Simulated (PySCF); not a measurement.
Z-matrix (Å, degrees):
```
Ti
Cl 1 2.1726
Cl 1 2.1729 2 109.58
Cl 1 2.1731 2 109.62 3 -120.52
Br 1 2.3293 2 109.28 3 119.71
```
Charge 0, spin multiplicity 1.

Q: Give the dipole moment, LUMO, charge on the central atom (meta-Löwdin), HOMO–LUMO gap and HOMO at the level TPSSh-D3(BJ)/def2-TZVP // BP86-D3(BJ)/def2-SVP run with PySCF.

A: 
```json
{
 "dipole_moment": "0.20 D",
 "LUMO": "-4.30 eV",
 "charge on the central atom (meta-Löwdin)": "1.10 e",
 "HOMO–LUMO gap": "4.22 eV",
 "HOMO": "-8.52 eV"
}
```
